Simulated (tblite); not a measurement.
`O=[PH](C(F)=C(F)F)C(F)=C(F)F`. The geometry is computed with GFN2-xTB (gas phase).

```
atom  x, y, z in Å
O1     0.2938    0.2101   -2.0647
P2     0.2250   -0.5454   -0.8261
C3    -1.4661   -0.8558   -0.2037
F4    -1.8873   -2.1215   -0.1378
C5    -2.2471    0.1789    0.0814
F6    -3.4996    0.1819    0.4711
F7    -1.7559    1.4026    0.0004
C8     1.0372    0.2669    0.6025
F9     0.3704    0.3841    1.7571
C10    2.2668    0.7516    0.4622
F11    2.9297    0.5888   -0.6641
F12    2.9853    1.3917    1.3556
H13    0.7433   -1.8336   -0.8516
```

What is the longest distance between nuclei?

F6···F12, 6.66 Å; the next longest distance is 6.54 Å.

Work out the bond lengths P2–C8, C3=C5, C5–F6, C5–F7, C10–F11 in Å.

For P2–C8 the difference vector is (0.8122, 0.8123, 1.4286) Å, of length 1.8331 Å. P2–C8 1.833; C3=C5 1.327; C5–F6 1.312; C5–F7 1.321; C10–F11 1.317 Å.

What is the repulsion energy of the bare nuclei, Σ ZA·ZB/RAB?

892.11 Eh over 78 pairs, with full nuclear charges and distances in bohr; the largest single term is 43.72 Eh (O1 with P2).

How far are the heavy atoms from their best plane (unweighted least squares)?

0.743 Å rms; O1 1.07, P2 0.19, C3 0.49, F4 1.52, C5 0.37, F6 0.38, F7 1.37, C8 0.35, F9 0.73, C10 0.07, F11 0.25, F12 0.10 Å (magnitudes).

What are the angles C8–P2–H13, O1–P2–H13, C3–C5–F7, F9–C8–C10?

From the scalar product of the two bond vectors; for C8–P2–H13 it is -0.6619 Å² over 1.8331 × 1.3888 Å², cos θ = -0.2600. C8–P2–H13 105.1°; O1–P2–H13 116.7°; C3–C5–F7 119.3°; F9–C8–C10 121.3°.

Where is the centre of mass (commonest isotopes), and what is the radius of gyration?

Mass 209.967 u; centre at (-0.042, 0.112, 0.022) Å; Rg = √(Σ m r²/M) = 2.449 Å. As Ia + Ib + Ic = 2 Σ m r², the three principal moments sum to 2518.3 u·Å².

GFN2-xTB frequencies show an imaginary mode (23i cm⁻¹), so the point is no minimum at that level. 3 starts were optimised and ended at 0.00, 0.10 and 1.76 kcal/mol (GFN2-xTB); the lowest of these is shown.

Hardware: one thread, Arm Neoverse N1 (aarch64), on a shared host. Cost: 1.3 s of wall time. This is the geometry optimisation.
